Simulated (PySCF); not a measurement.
Si(F)3(SeH) (F3HSeSi), SMILES [SeH][Si](F)(F)F. Geometry: B3LYP-D3(BJ)/def2-SVP. The structure was generated by enumeration, and PubChem lists no compound with its InChIKey, so it may never have been made. The values are those of a single conformer.

Computed with B3LYP-D3(BJ)/def2-SVP (PySCF).

Harmonic wavenumbers (cm⁻¹): 93, 167, 192, 262, 310, 313, 480, 679, 849, 977, 995, 2407. Rotational constants (GHz): 3.916, 1.420, 1.402; symmetry number 1.

Task: Work out the zero-point energy and the ideal-gas rigid-rotor harmonic-oscillator thermochemistry at 298.15 K and 1 atm.

Result: ZPE = ½ Σ hcν = ½ × 7723 cm⁻¹ = 46.19 kJ/mol. H − E(el) = 65.88 kJ/mol. Entropy in J/(mol K): translation 172.43, rotation 117.62, vibration 58.72, total 348.77. G − E(el) = -38.11 kJ/mol. Cp = 92.93 J/(mol K). Modes under 150 cm⁻¹ make the vibrational entropy uncertain.
